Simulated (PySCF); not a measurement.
PySCF input (BP86/6-31G* (5d)):

```python
from pyscf import gto, dft

mol = gto.M(
    atom='''
    B    -0.21756151   -0.02968215   -0.05443514
    H     0.43587359   -0.51872381    0.89116301
    H     0.65193396    0.66713454   -0.61898733
    ''',
    basis='6-31g*',
    charge=-1,
    spin=0,
    verbose=4,
)

mf = dft.RKS(mol, xc='bp86')
mf.grids.level = 3
mf.conv_tol = 1e-9
mf.max_cycle = 100
mf.max_memory = 1500
mf.kernel()
if not mf.converged:
    mf = mf.newton()
    mf.kernel(mf.make_rdm1())
mf.dip_moment()
```

Q: Predict the final energy.

A: -25.88488 Eh.
